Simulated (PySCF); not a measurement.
B3LYP has the VWN-RPA correlation part, as in Gaussian. Delta-SCF ions had no search for a lower state. Excitations are Tamm–Dancoff values on a coarser integration grid. The basis has no diffuse functions, so Rydberg states are missing or too high.

Species: S$_{2}$Si, SMILES `S=[Si]=S` (charge 0, multiplicity 1).

What LUMO, vertical ionisation energy (Delta-SCF), adiabatic electron affinity (no zero-point term), adiabatic ionisation energy (no zero-point term) and S1–T1 gap (TDA) does B3LYP-D3(BJ)/def2-TZVP (PySCF) give?


```
Quantity                                             Value
------------------------------------------------  --------
LUMO                                              -2.52 eV
vertical ionisation energy (Delta-SCF)            10.12 eV
adiabatic electron affinity (no zero-point term)   1.76 eV
adiabatic ionisation energy (no zero-point term)  10.10 eV
S1–T1 gap (TDA)                                    0.38 eV
```
